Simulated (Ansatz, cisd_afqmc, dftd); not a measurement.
Species: SeCl, charge 0, doublet. SeCl (SMILES Cl[Se], doublet).
B3LYP-D3(BJ)/def2-TZVP minimum from Ansatz (a first-principles code):
```
Se
Cl 1 2.1470
```
Charge 0, spin multiplicity 2.

Property: atomisation energy (electronic, to ground-state atoms), in kJ/mol. Open shells are spin-unrestricted; no spin-orbit coupling. Correlated methods leave the cores frozen (noble-gas shells, and filled d and f shells in the p block). No relativity. AFQMC/CISD: phaseless, guided by CISD from CCSD amplitudes; bars are statistical, one sigma. Outlying blocks are dropped, and bars are widened where a walk drifts. Over all cases where full CI ran beside it in this data, AFQMC minus full CI had a median of +0.1 mEh and passed +0.4 mEh in a tenth of the cases. CBS(X,Y): correlation extrapolated as X^-3, Hartree-Fock from the larger set. A bracket is a step between two methods taken in the basis named. Double hybrids freeze cores in their MP2 part.

```tsv
level	program	atomisation energy (kJ/mol)	difference against the last row
HF/def2-SVP	Ansatz	92.3	-174.5
r2SCAN-D4/def2-TZVPD	Ansatz + dftd4	281.9	15.1
B2PLYP-D4/def2-TZVPD	Ansatz + dftd4	261.6	-5.2
B2GP-PLYP-D4/def2-TZVPD	Ansatz + dftd4	255.8	-11.0
B2GP-PLYP/def2-TZVPD	Ansatz	254.3	-12.5
MP2/def2-SVP	Ansatz	204.2	-62.6
CCSD/def2-QZVPP	Ansatz	238.4	-28.4
CCSDT(Q)/def2-SVP	Ansatz	201.9	-64.9
CCSDTQ/def2-SVP	Ansatz	201.7	-65.1
CCSD(T)/CBS(def2-TZVPP,def2-QZVPP) + [AFQMC/CISD - CCSD(T)]/def2-TZVPP	Ansatz + cisd_afqmc	267.8 ± 2.5	1.0
CCSD(T)/CBS(def2-TZVPP,def2-QZVPP) + [CCSDT(Q) - CCSD(T)]/def2-TZVPP	Ansatz	266.9	0.1
CCSD(T)/CBS(def2-TZVPP,def2-QZVPP) + [CCSDT(Q) - CCSD(T)]/def2-TZVPP + [CCSDTQ - CCSDT(Q)]/def2-SVP	Ansatz	266.8	0.0
```
